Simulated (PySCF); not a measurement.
A structure optimised at PBE-D3(BJ)/def2-SVP, used in a PySCF frequency run:

```xyz
13

C     -2.4113    -0.0145     0.0000
C     -1.0767     0.1010     0.0000
C     -0.0168     0.0799     1.0900
C      0.9683    -0.4078     0.0000
F      2.2237     0.1649     0.0000
C     -0.0168     0.0799    -1.0900
H     -2.9803    -0.0631     0.9419
H     -2.9803    -0.0631    -0.9419
H     -0.1800    -0.5446     1.9908
H      0.2706     1.1069     1.4045
H      1.0854    -1.5134     0.0000
H      0.2706     1.1069    -1.4045
H     -0.1800    -0.5446    -1.9908
```

Problem. Write its SMILES, formula and point group.

Solution. C=C1CC(F)C1, C5H7F, Cs

Problem. What are its rotational constants (standard atomic weights)?

Solution. 10.014, 2.3407, 2.0212 GHz
